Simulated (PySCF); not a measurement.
Stepwise substitution at one centre (Al NH2-SiH3). Isolated molecules, 0 K electronic values unless said otherwise. Strings in code marks are SMILES.

Method: PySCF with B3LYP-D3(BJ)/def2-TZVP. All candidates: neutral, multiplicity 1. B3LYP has the VWN-RPA correlation part, as in Gaussian. Excitations are Tamm–Dancoff values on a coarser integration grid. The basis has no diffuse functions, so Rydberg states are missing or too high.

```json
{
  "HOMO": "-6.47 eV",
  "S1 excitation (TDA)": "5.41 eV",
  "dipole_moment": "0.00 D"
}
```

**Question.** Say which member has these values.
A. `[NH2][Al]([NH2])[SiH3]`
B. `[NH2][Al]([NH2])[NH2]`
C. `[SiH3][Al]([SiH3])[SiH3]`
D. `[NH2][Al]([SiH3])[SiH3]`

**Answer.** B, `[NH2][Al]([NH2])[NH2]`. The others give `[NH2][Al]([NH2])[SiH3]`: -6.75 eV, 5.64 eV, 1.79 D; `[SiH3][Al]([SiH3])[SiH3]`: -7.12 eV, 3.36 eV, 0.12 D; `[NH2][Al]([SiH3])[SiH3]`: -6.90 eV, 4.37 eV, 1.74 D
